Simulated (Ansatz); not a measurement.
Relaxation of ClFH4SSn2 (9 atoms, charge 0, multiplicity 1), to a largest force component of 0.02 eV/Å in at most 50 steps.

The calculation used RKS LDA/def2-SVP in Ansatz 0.2.0.

```xyz
9
Properties=species:S:1:pos:R:3
F -1.963 -0.391 1.312
Sn -0.503 0.865 1.427
Cl 1.289 -0.244 2.410
S 0.194 1.633 -0.785
Sn 0.432 -0.648 -1.581
H -0.943 2.264 2.409
H 0.898 -0.617 -3.254
H 1.741 -1.390 -0.643
H -1.056 -1.519 -1.312
```

Question: Where does it end, and by what steps?

Answer: The forces met the threshold. After 3 steps the energy has fallen by 0.157 eV; Sn2 moved furthest, 0.13 Å.

```
step  energy less start (eV)  largest force component (eV/Å)  accepted
   0                  0.0000                           1.257       yes
   1                 -0.1075                           0.433       yes
   2                 -0.1548                           0.096       yes
   3                 -0.1565                           0.016       yes
```

```xyz
9
Properties=species:S:1:pos:R:3
F -1.853 -0.343 1.275
Sn -0.450 0.983 1.415
Cl 1.261 -0.252 2.415
S 0.153 1.570 -0.798
Sn 0.443 -0.742 -1.561
H -0.997 2.238 2.443
H 0.864 -0.513 -3.205
H 1.714 -1.429 -0.641
H -1.047 -1.557 -1.361
```

The run took 9.2 s on 2 threads of Intel(R) Xeon(R) Platinum 8259CL CPU @ 2.50GHz (Skylake/Cascade Lake) (shared host), peak memory 0.2 GiB.
